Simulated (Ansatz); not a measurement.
System: BH$_{2}$, net charge 0, doublet state. 
Coordinates optimised at B3LYP-D3(BJ)/def2-TZVP (Ansatz, a quantum-chemistry and plane-wave program):
```
B
H 1 1.1869
H 1 1.1869 2 129.56
```
Charge 0, spin multiplicity 2.

Basis-set convergence of Hartree-Fock and CCSD(T) correlation energies (hartree) with Ansatz. Valence correlation only, unless marked. Open shells are spin-unrestricted. No spin-orbit coupling. Non-relativistic.

```tsv
basis	functions	E(HF)	E(corr, CCSD(T))
cc-pVDZ	24	-25.75291	-0.08727
cc-pVTZ	58	-25.76030	-0.10274
cc-pVQZ	115	-25.76199	-0.10700
cc-pV5Z	201	-25.76236	-0.10818
```

Extrapolating the two largest sets (X = 4 and 5) as X^-3: E(corr) = (125·(-0.10818) - 64·(-0.10700))/61 = -0.1094 Eh, an estimate of the basis-set limit. The largest set recovers 98.9 % of it, the smallest 79.8 %.
